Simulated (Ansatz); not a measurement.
`F[SiH]([SiH3])P` at its PBE0-D4/def2-TZVP geometry, where that method's forces vanish. Charge 0, multiplicity 1.

```xyz
10

F     0.0602   -0.4594    2.3156
Si    0.2866   -0.6778    0.7374
Si   -1.4765    0.3284   -0.4276
P     2.3118    0.1485    0.2044
H     0.3437   -2.1444    0.4901
H    -1.2675    0.0756   -1.8793
H    -2.8010   -0.2153   -0.0249
H    -1.4540    1.7960   -0.1871
H     1.8321    1.4527   -0.0919
H     2.1645   -0.3043   -1.1365
```

**Question.** What forces (eV/Å) does PBE-D4/def2-TZVPP give on these atoms in Ansatz? (Estimate.)

**Answer.** Ansatz gave: 
```
F1  -0.081  0.083  0.603
Si2 -0.023  0.007 -0.484
Si3  0.054 -0.049  0.050
P4   0.285 -0.078  0.221
H5   0.014 -0.174 -0.040
H6   0.016 -0.022 -0.147
H7  -0.149 -0.049  0.033
H8  -0.001  0.150  0.020
H9  -0.081  0.181 -0.062
H10 -0.034 -0.049 -0.192
```
